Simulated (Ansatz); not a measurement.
Born–Oppenheimer molecular dynamics of Cl2H5O3Ta (11 atoms, charge 0, multiplicity 1). It starts at the highest image of a converged band, a first-order saddle point between two minima.

The calculation used Ansatz, RKS revPBE/def2-SVP.

| Quantity | Value |
| --- | --- |
| ensemble | NVE (velocity Verlet) |
| time step | 0.5 fs |
| steps asked | 200 |
| starting velocities drawn for | 100 K |
| seed | 10837 |

Frames 1 fs apart, positions in Å.

Velocities at 10 fs (Å/ps):

```
Ta -0.36 -0.30 0.38
O -0.48 2.43 -2.18
H 2.42 -1.93 -0.02
Cl 0.34 1.52 0.84
O 0.70 3.24 -0.42
H -3.58 -8.82 4.11
Cl 1.94 -0.72 -0.88
O -1.85 -2.08 -1.96
H 5.32 -4.57 -3.04
H 5.28 2.91 3.08
H 0.52 -19.65 1.56
```

```xyz
11
Properties=species:S:1:pos:R:3 time_fs=10 energy_less_start_eV=0.038 T=67
Ta -0.285 0.170 0.164
O 1.861 -0.281 0.001
H 2.198 -0.648 0.851
Cl 0.238 0.058 2.526
O -0.025 0.290 -1.728
H 0.670 0.045 -2.356
Cl -2.033 1.662 0.320
O -1.100 -1.589 0.270
H -1.214 -2.205 1.016
H 0.884 1.698 0.299
H 1.686 0.812 0.171
11
Properties=species:S:1:pos:R:3 time_fs=11 energy_less_start_eV=0.048 T=59
Ta -0.285 0.170 0.165
O 1.861 -0.278 -0.001
H 2.200 -0.649 0.850
Cl 0.238 0.060 2.527
O -0.024 0.294 -1.729
H 0.668 0.036 -2.353
Cl -2.031 1.662 0.319
O -1.102 -1.591 0.268
H -1.209 -2.210 1.013
H 0.889 1.701 0.303
H 1.688 0.793 0.173
11
Properties=species:S:1:pos:R:3 time_fs=12 energy_less_start_eV=0.056 T=52
Ta -0.286 0.169 0.165
O 1.861 -0.277 -0.003
H 2.201 -0.647 0.847
Cl 0.239 0.061 2.527
O -0.024 0.297 -1.729
H 0.667 0.027 -2.352
Cl -2.029 1.661 0.318
O -1.103 -1.592 0.266
H -1.205 -2.215 1.010
H 0.894 1.702 0.307
H 1.694 0.777 0.176
11
Properties=species:S:1:pos:R:3 time_fs=13 energy_less_start_eV=0.060 T=48
Ta -0.286 0.169 0.165
O 1.861 -0.275 -0.005
H 2.202 -0.644 0.842
Cl 0.239 0.062 2.528
O -0.024 0.300 -1.728
H 0.669 0.018 -2.352
Cl -2.027 1.660 0.317
O -1.105 -1.594 0.265
H -1.201 -2.221 1.006
H 0.898 1.702 0.313
H 1.704 0.767 0.180
11
Properties=species:S:1:pos:R:3 time_fs=14 energy_less_start_eV=0.060 T=48
Ta -0.287 0.169 0.165
O 1.862 -0.275 -0.006
H 2.202 -0.639 0.835
Cl 0.239 0.064 2.529
O -0.023 0.303 -1.728
H 0.670 0.010 -2.353
Cl -2.025 1.660 0.316
O -1.105 -1.596 0.263
H -1.198 -2.227 1.002
H 0.899 1.700 0.319
H 1.718 0.762 0.184
11
Properties=species:S:1:pos:R:3 time_fs=15 energy_less_start_eV=0.056 T=52
Ta -0.287 0.169 0.166
O 1.863 -0.275 -0.009
H 2.203 -0.634 0.830
Cl 0.240 0.065 2.530
O -0.023 0.305 -1.727
H 0.670 0.003 -2.352
Cl -2.024 1.659 0.315
O -1.106 -1.597 0.262
H -1.196 -2.233 0.997
H 0.899 1.696 0.326
H 1.735 0.764 0.188
11
Properties=species:S:1:pos:R:3 time_fs=16 energy_less_start_eV=0.049 T=58
Ta -0.288 0.169 0.166
O 1.865 -0.275 -0.011
H 2.206 -0.630 0.828
Cl 0.240 0.066 2.530
O -0.023 0.308 -1.726
H 0.668 -0.002 -2.348
Cl -2.022 1.659 0.314
O -1.107 -1.598 0.260
H -1.194 -2.239 0.992
H 0.896 1.691 0.334
H 1.755 0.771 0.193
11
Properties=species:S:1:pos:R:3 time_fs=17 energy_less_start_eV=0.043 T=63
Ta -0.288 0.168 0.166
O 1.866 -0.276 -0.013
H 2.210 -0.629 0.829
Cl 0.240 0.068 2.531
O -0.023 0.310 -1.725
H 0.664 -0.005 -2.343
Cl -2.021 1.658 0.314
O -1.107 -1.599 0.259
H -1.193 -2.245 0.986
H 0.892 1.685 0.343
H 1.777 0.780 0.195
11
Properties=species:S:1:pos:R:3 time_fs=18 energy_less_start_eV=0.044 T=62
Ta -0.289 0.168 0.166
O 1.869 -0.277 -0.015
H 2.216 -0.629 0.832
Cl 0.241 0.069 2.532
O -0.022 0.312 -1.724
H 0.659 -0.007 -2.338
Cl -2.019 1.658 0.313
O -1.106 -1.600 0.258
H -1.192 -2.251 0.980
H 0.886 1.678 0.352
H 1.798 0.790 0.196
11
Properties=species:S:1:pos:R:3 time_fs=19 energy_less_start_eV=0.050 T=57
Ta -0.290 0.168 0.166
O 1.871 -0.278 -0.017
H 2.221 -0.630 0.835
Cl 0.241 0.070 2.532
O -0.022 0.314 -1.722
H 0.655 -0.008 -2.333
Cl -2.018 1.657 0.312
O -1.106 -1.601 0.258
H -1.192 -2.257 0.973
H 0.880 1.671 0.363
H 1.819 0.797 0.195
11
Properties=species:S:1:pos:R:3 time_fs=20 energy_less_start_eV=0.054 T=53
Ta -0.290 0.168 0.166
O 1.874 -0.279 -0.019
H 2.227 -0.632 0.837
Cl 0.241 0.070 2.533
O -0.022 0.316 -1.721
H 0.653 -0.009 -2.330
Cl -2.017 1.657 0.311
O -1.105 -1.602 0.257
H -1.193 -2.264 0.967
H 0.873 1.665 0.373
H 1.836 0.798 0.191
11
Properties=species:S:1:pos:R:3 time_fs=21 energy_less_start_eV=0.050 T=57
Ta -0.291 0.168 0.166
O 1.878 -0.279 -0.020
H 2.231 -0.633 0.835
Cl 0.242 0.071 2.534
O -0.023 0.317 -1.719
H 0.654 -0.011 -2.330
Cl -2.016 1.657 0.310
O -1.104 -1.602 0.256
H -1.195 -2.271 0.960
H 0.866 1.659 0.384
H 1.851 0.793 0.183
```

Of the whole run (100 fs, mean temperature of the second half 252 K): The conserved energy stayed within 0.038 meV per atom of its start (net change 0.021 meV per atom), so the integration is sound. The kinetic energy rose, since the run started high on the potential surface and went downhill. A run of 0.1 ps of so small a system gives no equilibrium averages. The orbitals stay closed-shell, which can raise the energy where a bond breaks towards radicals; this wasn't checked here.

Time of the run: 6.4 min on 4 threads of Arm Neoverse V2, with other jobs on the host, peak memory 0.21 GiB.
